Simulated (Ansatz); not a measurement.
Frontier orbitals of BrH$_{3}$OSi$_{2}$, SMILES `[SiH3]O[Si]Br`.

Cartesian coordinates in Å:
```
Si -0.112 -0.446 -0.820
O 0.583 -0.582 0.685
Si 0.792 0.168 2.113
Br -0.351 2.128 1.781
H -1.579 -0.293 -0.677
H 0.465 0.720 -1.529
H 0.202 -1.696 -1.552
```

The species carries charge 0 and has multiplicity 1. Correlated methods include outer-core shells of Br, which these sets cover unevenly. Scalar relativity is left out up to krypton. The geometry is a stationary point of PBE0-D4/def2-TZVP. It is one conformer, not always the lowest. Basis def2-TZVPP, Ansatz.

```tsv
functional	HOMO (eV)	LUMO (eV)	gap (eV)
LDA (SPW92)	-6.50	-3.24	3.26
PBE	-6.37	-3.07	3.30
BLYP	-6.22	-2.91	3.31
r2SCAN	-6.58	-3.00	3.58
PBE0	-7.43	-2.28	5.15
B3LYP	-7.23	-2.45	4.78
HSE06 (plane-wave form)	-7.04	-2.66	4.38
BHLYP	-8.37	-1.36	7.01
CAM-B3LYP	-8.67	-1.18	7.49
ωB97M-V	-9.48	-0.29	9.19
HF	-9.79	0.85	10.64
```

From PBE to PBE0 the HOMO moves by −1.06 eV and the LUMO by +0.79 eV, and with ωB97M-V by −3.11 and +2.77 eV, so the gap grows from 3.30 to 9.18 eV with exact exchange.

B3LYP here is the variant with VWN-RPA as its local correlation; programs differ in this.
